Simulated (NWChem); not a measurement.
Species: SnH₂SO, singlet; SMILES [Sn]([OH])[SH]

```xyz
5

Sn    -0.3360    -0.4805     0.0000
O      1.5596    -1.1003     0.0000
H      2.2320    -0.4079     0.0000
S      0.1995     1.9332     0.0000
H     -1.1008     2.3022     0.0000
```
Atoms are numbered in this order, from 1.

Program: NWChem. Low-valent species are run as closed-shell singlets; no triplet was tried in these runs. The geometry was optimised at PBE0/def2-SVP. def2 effective core potentials on Sn; no spin-orbit coupling. Level M06-2X/def2-SVP: energy and gradient on several grids; changes count from the extra-fine grid, which is no exact limit either.

Question: Which is the coarsest grid (medium; xcoarse; coarse; fine; xfine) from which on the energy stays within 500 μHa and each gradient component within 500 μHa/bohr of xfine?

Answer: medium.
```csv
grid,size of the energy change (μHa),largest change of a gradient component (μHa/bohr),"time, medium = 1 (rough)"
xcoarse,10000,4000,about 1
coarse,90,1000,about 1
medium,30,300,about 1
fine,< 10,50,about 1
xfine,< 10,< 30,2
```
